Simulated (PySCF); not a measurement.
## Electron correlation in Co(2+) (cobalt, charge +2)

[Ar] 3d6 4p1, one real determinant (an excited configuration). All numbers are calculated (PySCF 2.14, no relativity, point nucleus, in aug-cc-pVDZ (7s6p4d2f, 59 functions)). Frozen: [Ar]; 7 electrons correlated.

| level | correlation energy (mhartree) |
| --- | --- |
| CCSD | -108.92 |
| (T) | -2.18 |
| CCSD(T) | -111.10 |

Diagnostics: T1 = 0.0068, D1 = 0.0169, largest double amplitude 0.102.

The real determinant used has ⟨L²⟩ near 8 against 12 for a pure F term, so it mixes terms.

Cost of the coupled-cluster step: of the order of 3 core-seconds, for 7 correlated electrons.

Iterations:

```
CC2 = 0
CCSD nocc = (np.int64(6), np.int64(1)), nmo = (50, 50)
frozen orbitals [[0, 1, 2, 3, 4, 5, 6, 7, 8], [0, 1, 2, 3, 4, 5, 6, 7, 8]]
max_cycle = 100
direct = 0
conv_tol = 1e-08
conv_tol_normt = 1e-06
diis_space = 8
diis_start_cycle = 0
Init t2, MP2 energy = -0.102583898517325
Init E_corr(UCCSD) = -0.102583898518018
cycle = 1  E_corr(UCCSD) = -0.106227609498519  dE = -0.00364371098  norm(t1,t2) = 0.0233932
cycle = 2  E_corr(UCCSD) = -0.107312076253071  dE = -0.00108446675  norm(t1,t2) = 0.00997447
cycle = 3  E_corr(UCCSD) = -0.107790807410341  dE = -0.000478731157  norm(t1,t2) = 0.00752312
cycle = 4  E_corr(UCCSD) = -0.108014049399298  dE = -0.000223241989  norm(t1,t2) = 0.00620841
cycle = 5  E_corr(UCCSD) = -0.108447620983996  dE = -0.000433571585  norm(t1,t2) = 0.00541097
cycle = 6  E_corr(UCCSD) = -0.108866486918261  dE = -0.000418865934  norm(t1,t2) = 0.0031122
cycle = 7  E_corr(UCCSD) = -0.10890571215924  dE = -3.9225241e-05  norm(t1,t2) = 0.000919536
cycle = 8  E_corr(UCCSD) = -0.10891158725947  dE = -5.87510023e-06  norm(t1,t2) = 0.000327442
cycle = 9  E_corr(UCCSD) = -0.10891733946501  dE = -5.75220554e-06  norm(t1,t2) = 0.000151128
cycle = 10  E_corr(UCCSD) = -0.108916793006456  dE = 5.46458554e-07  norm(t1,t2) = 3.37999e-05
cycle = 11  E_corr(UCCSD) = -0.108916585179499  dE = 2.07826957e-07  norm(t1,t2) = 1.32954e-05
cycle = 12  E_corr(UCCSD) = -0.108916531944334  dE = 5.32351648e-08  norm(t1,t2) = 4.26577e-06
cycle = 13  E_corr(UCCSD) = -0.108916515772274  dE = 1.61720601e-08  norm(t1,t2) = 1.53221e-06
cycle = 14  E_corr(UCCSD) = -0.10891650873035  dE = 7.04192364e-09  norm(t1,t2) = 6.36406e-07
UCCSD converged
E(UCCSD) = -1380.304944916834  E_corr = -0.10891650873035
UCCSD(T) correction = -0.0021771974363084
```

The reference is one real determinant that mixes LS terms of this configuration.
